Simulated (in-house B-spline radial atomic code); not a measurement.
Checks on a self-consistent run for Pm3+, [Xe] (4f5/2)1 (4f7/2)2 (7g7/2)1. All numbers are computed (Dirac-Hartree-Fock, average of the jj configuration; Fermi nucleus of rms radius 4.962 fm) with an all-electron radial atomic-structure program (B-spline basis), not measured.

```tsv
orbital	q	ε (Eh)	<1/r>	<r²>	small-component weight
1s1/2	2	-1671.99220	67.419	0.000731511	0.051311
2s1/2	2	-277.57165	16.009	0.0114821	0.011266
2p1/2	2	-262.26573	15.9479	0.00841166	0.011265
2p3/2	4	-241.62065	14.2862	0.00965245	0.010524
3s1/2	2	-63.84529	5.82775	0.076872	0.0035344
3p1/2	2	-57.26319	5.7303	0.0722039	0.0034629
3p3/2	4	-53.02760	5.31617	0.0793309	0.0032624
3d3/2	4	-41.73222	5.17332	0.0641484	0.0031228
3d5/2	6	-40.83605	5.06809	0.0661895	0.0030627
4s1/2	2	-14.99286	2.41134	0.392561	0.0010893
4p1/2	2	-12.39129	2.30554	0.416324	0.0010186
4p3/2	4	-11.46090	2.17598	0.452812	0.0009577
4d3/2	4	-7.09660	1.95564	0.527468	0.0008002
4d5/2	6	-6.95545	1.92221	0.542409	0.00078233
4f5/2	1	-2.19871	1.47919	0.890517	0.00048884
4f7/2	2	-2.18865	1.46872	0.901897	0.00048336
5s1/2	2	-3.45442	0.951352	2.15115	0.00024265
5p1/2	2	-2.60302	0.863495	2.57602	0.00020589
5p3/2	4	-2.44961	0.82074	2.80007	0.00019079
7g7/2	1	-0.16381	0.0826385	282.021	4.4579e-06
```

Electron-electron repulsion V_ee = 3563.8172 hartree.

**Question.** What total energy follows from the eigenvalues?

**Answer.** The eigenvalues count the repulsion twice, so E = Σqε - V_ee = -6455.798 - 3563.817 = -10019.616 hartree; the run printed -10019.616.

**Question.** Does the Dirac virial theorem hold?

**Answer.** For a point nucleus E = -2c²Σq·w, with w the small-component weight. Here Σq·w = 0.26675 and c = 137.0360, so the ratio E/(-2c²Σq·w) is 1.000105; the finite nucleus accounts for the departure from 1.

**Question.** What diamagnetic shielding (Lamb formula) and susceptibility (Langevin formula) do the radii give?

**Answer.** σ = (α²/3)Σq<1/r> = 400.285/(3·137.036²) = 7105.2 ppm, and χ = -0.79199×10⁻⁶·Σq<r²> = -249.9×10⁻⁶ cm³/mol with Σq<r²> = 315.51 bohr². Both are non-relativistic formulas without the paramagnetism of open shells; for so heavy an element the full relativistic shielding is larger by tens of per cent.
